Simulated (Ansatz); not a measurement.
Total energies of ClFH$_{2}$OSeZr, SMILES `[OH][Zr]([F])([Cl])[SeH]`.

Z-matrix (Å, degrees):
```
Zr
F 1 1.892
Cl 1 2.348 2 108.7
O 1 1.888 2 112.5 3 121.6
Se 1 2.583 2 107.8 3 -119.9
H 4 0.954 1 170.6 2 -55.9
H 5 1.472 1 88.2 2 -144.9
```

Charge 0, multiplicity 1. Correlated methods include outer-core shells of Se, Zr, which these sets cover unevenly. Scalar relativity is left out up to krypton. Zr: def2 effective core potential. The geometry is a stationary point of PBE0-D4/def2-TZVP. It is one conformer, not always the lowest. Basis def2-TZVPP, Ansatz 0.2.0.

RPA on PBE orbitals: Hartree–Fock energy of these orbitals -3081.64287 Eh, correlation -1.97243 Eh (frozen core).

| functional | energy without D4 (Eh) | D4 term (kJ/mol) |
| --- | --- | --- |
| PBE | -3084.76102 | -19.2 |
| revPBE | -3085.16321 | -41.4 |
| B97M-V | -3084.86352 | – |
| PBE0 | -3084.84236 | -16.8 |
| B3LYP | -3085.53539 | -31.2 |
| r2SCANh | -3085.34589 | -5.1 |
| r2SCAN0 | -3085.29836 | -5.7 |
| HSE06 (plane-wave form) | -3084.82935 | -16.1 |
| ωB97X-V | -3085.08430 | – |
| ωB97M-V | -3085.17875 | – |

**Question.** Give the same for LDA (SPW92), BLYP, r2SCAN, BHLYP, CAM-B3LYP, LC-ωPBE, B2PLYP, PBE-QIDH. (Estimate.)

**Answer.** Computed: 
```tsv
functional	energy without D4 (Eh)	D4 term (kJ/mol)
LDA (SPW92)	-3079.28002	–
BLYP	-3085.45813	-39.0
r2SCAN	-3085.37902	-4.6
BHLYP	-3085.28574	-30.0
CAM-B3LYP	-3085.52017	-17.8
LC-ωPBE	-3084.92617	–
B2PLYP	-3084.77806	–
PBE-QIDH	-3084.36473	–
```

B3LYP takes the VWN-RPA correlation (the form of Gaussian; ORCA's B3LYP/G). HSE06 is the plane-wave form, built on full-range PBE exchange. The double hybrids freeze the cores in their second-order part.

LC-ωPBE has ω = 0.4 bohr⁻¹.
